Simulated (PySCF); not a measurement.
C4H7F, SMILES C(/C)=C(/C)F.

Coordinates come from a ωB97X-D3(BJ)/def2-SVP optimisation.

Computed with PBE/def2-TZVP (PySCF).

Symmetry labels are those of the subgroup Cs that the program uses (full group Cs).

List the valence orbital energies around the gap with their symmetry. (Estimate from the structure and the level; the computed values follow.)


```json
[
 {"orbital": "HOMO−7", "symmetry": "A\"", "energy (eV)": "-11.22"},
 {"orbital": "HOMO−6", "symmetry": "A\"", "energy (eV)": "-9.97"},
 {"orbital": "HOMO−5", "symmetry": "A'", "energy (eV)": "-9.79"},
 {"orbital": "HOMO−4", "symmetry": "A\"", "energy (eV)": "-9.62"},
 {"orbital": "HOMO−3", "symmetry": "A'", "energy (eV)": "-9.60"},
 {"orbital": "HOMO−2", "symmetry": "A'", "energy (eV)": "-8.92"},
 {"orbital": "HOMO−1", "symmetry": "A'", "energy (eV)": "-8.26"},
 {"orbital": "HOMO", "symmetry": "A\"", "energy (eV)": "-5.64"},
 {"orbital": "LUMO", "symmetry": "A\"", "energy (eV)": "-0.28"},
 {"orbital": "LUMO+1", "symmetry": "A'", "energy (eV)": "0.51"},
 {"orbital": "LUMO+2", "symmetry": "A'", "energy (eV)": "1.19"},
 {"orbital": "LUMO+3", "symmetry": "A'", "energy (eV)": "1.55"}
]
```
